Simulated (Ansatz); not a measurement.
## A barrier at the coupled-cluster level

Start structure (BNH$_{6}$O$_{3}$, singlet), relaxed at PBE0-D4/def2-TZVP:

```
11
angstrom
B -0.1444 0.4021 -0.9138
N 1.1103 -0.0926 -0.4241
O -0.4025 0.2799 -2.2534
O -1.0957 0.9351 -0.0904
H 0.2777 -0.9857 1.3751
O -0.1424 -0.5628 2.1390
H 1.5529 0.3744 0.3508
H 1.7822 -0.4072 -1.1047
H -1.3039 0.5403 -2.4555
H -0.9215 0.7417 0.8422
H -0.7125 -1.2253 2.5349
```

The step: BNH₄O₂ ([NH2][B]([OH])[OH]) + H₂O → BH₃O₃ ([OH][B]([OH])[OH]) + NH₃ (still joined by a long B–N bond); bonds formed: B1–O6, N2–H5; bonds broken: H5–O6; bonds weakened to dative contacts: B1–N2. Ansatz 0.2.0; basis: def2-TZVPP and def2-QZVPP; cores frozen in the correlated methods. Extrapolation: Hartree–Fock as exp(−7.88 √X), correlation as X^−2.97. Energies below are by CCSD(T) at an estimated basis limit (MP2 extrapolated from triple and quadruple zeta, plus CCSD(T) − MP2 in triple zeta).

(1) What are the electronic barrier and the energy of the step, from the start structure to the end structure? (An estimate is asked for; the value comes from the calculation.)

T1 diagnostic: at most 0.012.

Results:

(1) Computed: Barrier 27.97 kcal/mol; step energy -2.42 kcal/mol (downhill); reverse barrier, their difference, 30.40 kcal/mol. Barrier and step energy count from the start structure, the reverse barrier from the end structure.

The saddle point: One imaginary mode of 1200i cm⁻¹.
```
 pair  start (Å)  saddle (Å)  end (Å)
B1–O6       3.20        1.69     1.43
N2–H5       2.17        1.34     1.01
B1–N2       1.43        1.57     1.72
H5–O6       0.97        1.18     2.59
```

Zero-point energy (harmonic, PBE0-D4): ZPE is 54.34 kcal/mol at the start and 51.83 kcal/mol at the saddle, so the barrier goes from 27.97 to 25.47 kcal/mol.

The step is the kind of ligand exchange by which a precursor binds to a hydroxyl group, or is hydrolysed, in atomic layer deposition of oxides.

Labels in which every atom is bracketed show which atoms are joined, not bond orders.

For scale, one of the runs: CCSD(T)/def2-TZVPP, 239 basis functions, launched by `ansatz run in.yaml --threads 4 --pin off --events-out ev --progress --plain --max-ram 9574MiB`. Time: 3.3 min of wall clock on 4 CPU threads of an Intel Xeon; the host was shared. Peak host memory: 5 GiB.
